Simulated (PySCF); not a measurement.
C3H6F3O2P.
Atom-mapped SMILES: `[CH3:1][P@@:2](=[O:3])([OH:4])[CH2:5][C:6]([F:7])([F:8])[F:9]` (hydrogens: H10, H11, H12 on C1; H13 on O4; H14, H15 on C5)

Method used: HF/6-31G* geometry optimisation, gas phase (PySCF 2.14.0).

Task: What internal coordinates does the optimisation give?

Result: 
| bond | length (Å) | order |
| --- | --- | --- |
| C1–P2 | 1.801 | single |
| P2=O3 | 1.460 | double |
| P2–O4 | 1.603 | single |
| P2–C5 | 1.831 | single |
| C5–C6 | 1.509 | single |
| C6–F7 | 1.315 | single |
| C6–F8, C6–F9 | 1.326 | single |
| C1–H10, C1–H11, C1–H12 | 1.084 | single |
| O4–H13 | 0.952 | single |
| C5–H14 | 1.084 | single |
| C5–H15 | 1.084 | single |

Bonds in one row agree within 0.01 Å and their mean is given. Orders are formal, as drawn. A selection of angles:
| angle | degrees |
| --- | --- |
| C1–P2–O3 | 116.7 |
| C1–P2–O4 | 101.5 |
| C1–P2–C5 | 104.4 |
| O3–P2–O4 | 114.7 |
| O3–P2–C5 | 114.0 |
| O4–P2–C5 | 103.9 |
| P2–C5–C6 | 115.0 |
| C5–C6–F7 | 112.4 |
| F7–C6–F8 | 107.6 |
| H13–O4–P2 | 112.5 |

Dihedral angles: C1–P2–C5–C6 178° (antiperiplanar); P2–C5–C6–F7 -71° (synclinal); H13–O4–P2–C1 -154° (antiperiplanar).

Of the pairs four or more bonds apart, O4···F8 is among the closest relative to their van der Waals radii: 2.99 Å, 100 % of the sum of Bondi's values. The 2 C–P bonds span 1.801 Å (C1–P2, drawn single) to 1.831 Å (P2–C5, drawn single), a spread of 0.030 Å. P2 (phosphoryl phosphorus) is distorted tetrahedral (angles from 101.5° to 116.7°). O4 (hydroxyl oxygen) is bent (angle 112.5°). The O–P distances run from 1.460 Å (P2=O3, drawn double) to 1.603 Å (P2–O4, drawn single), a spread of 0.143 Å.

Point group: C1 (no symmetry element, even within 0.4 Å). No frequency check. The numbers are those of one conformer (C1–P2–O4–H -154°, C1–P2–C5–C6 178°).

Hardware: Arm Neoverse V1, one thread, on a shared host. Cost: 45 s, 0.60 GiB resident at most. These figures are those of the optimisation.
